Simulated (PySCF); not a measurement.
## Broadened absorption spectrum of ZnMeCl

Compound: ZnMeCl, CH3ClZn (singlet state).
SMILES: `[CH3][Zn][Cl]`

Computed, not measured: TDDFT PBE0/def2-SVPD, vertical, gas phase, core orbitals frozen in the response in PySCF 2.14.0, density-fitted response routines. Isolated species at its PBE0-D3(BJ)/def2-SVP geometry, gas phase.

Computed states:

```
state  E (eV)       f
   S1    6.76   0.026
   S2    6.76   0.027
   S3    7.08   0.264
   S4    7.21   0.048
   S5    7.21   0.051
   S6    7.23  0.0000
   S7    7.26  0.0000
   S8    7.26  0.0014
   S9    7.79   0.210
  S10    8.69   0.051
  S11    8.80   0.275
  S12    8.85   0.028
  S13    8.85   0.030
  S14    9.10   0.082
  S15    9.10   0.081
```

Broadening: Gaussians 0.5 eV wide at half height, area fixed by f = 4.319×10⁻⁹ ∫ε dν̃. The width is an assumption, not a result. The curve ends short of the highest state used, and states not computed would add to its high-energy end.

(1) What does the envelope look like, and where are its maxima?

(2) On this curve, what absorbance would a 10⁻⁴ mol/L sample give at 193 nm over a 1 cm path?

(3) Coming from long wavelengths, where does ε first pass 100 L mol⁻¹ cm⁻¹?

## Answers

(1) 
```
E (eV)  ε (L mol⁻¹ cm⁻¹)
  6.01                 6
  6.05                12
  6.10                25
  6.14                43
  6.19                84
  6.23               138
  6.28               245
  6.32               373
  6.37               606
  6.41               866
  6.46              1302
  6.51              1889
  6.55              2484
  6.60              3413
  6.64              4324
  6.69              5699
  6.73              7004
  6.78              8891
  6.82             10580
  6.87             12834
  6.91             14649
  6.96             16754
  7.00             18149
  7.05             19334
  7.10             19734
  7.14             19437
  7.19             18341
  7.23             16997
  7.28             14963
  7.32             13257
  7.37             11302
  7.41             10050
  7.46              9032
  7.50              8697
  7.55              8835
  7.59              9290
  7.64             10090
  7.69             10890
  7.73             11352
  7.78             11537
  7.82             11302
  7.87             10525
  7.91              9573
  7.96              8105
  8.00              6831
  8.05              5275
  8.09              4162
  8.14              3038
  8.19              2286
  8.23              1987
  8.28              2021
  8.32              2398
  8.37              3339
  8.41              4487
  8.46              6422
  8.50              8346
```

Maxima: 175 nm (7.10 eV), ε about 20000, made up of S3 (72%), S4 (11%) and S5 (12%); 160 nm (7.77 eV), ε about 12000, made up of S9 (98%) (ε in L mol⁻¹ cm⁻¹; maxima over ε = 5, shares over 10%). At its high-energy end, 8.50 eV, the curve is still rising (ε about 8300, from S10 and S11).

(2) 193 nm is 6.424 eV, where ε is about 970 L mol⁻¹ cm⁻¹, so A = ε c l ≈ 0.097 (Beer–Lambert, with the gas-phase spectrum and the assumed width).

(3) At about 200 nm (6.20 eV), 0.55 eV below S1.
